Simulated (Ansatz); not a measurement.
Species: CH₁₁N₂Si₂ (charge +1, singlet). It need not be the lowest isomer of its formula. 
Geometry from a B3LYP-D3(BJ)/def2-TZVP (Ansatz, a quantum-chemistry and plane-wave program) optimisation:
SMILES: [SiH2]([NH2+][SiH2]C)N
```xyz
16

C     -2.8977     0.1598     1.0102
Si    -1.5584     0.4740    -0.2216
N      0.0746    -0.0452     0.5481
Si     1.4818    -0.3558    -0.6815
N      2.9601    -0.3310     0.1132
H     -2.9753    -0.8994     1.2629
H     -2.7476     0.7327     1.9270
H     -3.8560     0.4659     0.5832
H     -1.3022     1.8868    -0.5403
H     -1.6069    -0.3682    -1.4285
H     -0.0598    -0.8889     1.1089
H      0.3801     0.6683     1.2135
H      1.1008    -1.6792    -1.1866
H      1.3033     0.7791    -1.5944
H      3.5593     0.4796     0.1421
H      3.4190    -1.1567     0.4660
```
Charge +1, spin multiplicity 1.

Basis-set convergence of Hartree-Fock and CCSD(T) correlation energies (hartree) with Ansatz. Correlated levels leave the core frozen unless marked. No spin-orbit coupling. Non-relativistic.

| basis | functions | E(HF) | E(corr, CCSD(T)) |
|---|---|---|---|
| cc-pV(D+d)Z | 143 | -730.92981 | -0.78168 |
| cc-pV(T+d)Z | 322 | -731.01372 | -0.94955 |
| cc-pV(Q+d)Z | 623 | -731.03208 | -1.00183 |

Extrapolating the two largest sets (X = 3 and 4) as X^-3: E(corr) = (64·(-1.00183) - 27·(-0.94955))/37 = -1.0400 Eh, an estimate of the basis-set limit. The largest set recovers 96.3 % of it, the smallest 75.2 %.
